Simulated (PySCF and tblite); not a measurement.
The numbers below are computed, except where a source is named.
System: C₅H₈ClF₃, numbered as in [CH3:1][C@@H:2]([CH2:3][CH2:4][F:5])[C:6]([F:7])([F:8])[Cl:9].

Motion: rotation about the C2–C6 bond (torsion C1–C2–C6–F7 from 176° to 54°, falling). GFN2-xTB gives an electronic barrier of 4.5 kcal/mol and a reaction energy of 0.6 kcal/mol.

**Question.** What does PBE0/pcSseg-1 + D3(BJ) give on GFN2-xTB geometries?

**Answer.** A barrier of 6.9 kcal/mol, 2.4 above the tight-binding barrier (from unrounded values), a reaction energy of 0.7 kcal/mol and, with GFN2-xTB thermal terms, ΔG‡(298 K) = 7.8 kcal/mol and k = 1.3×10⁷ s⁻¹ (1 equivalent path).

Programs: tblite and PySCF.
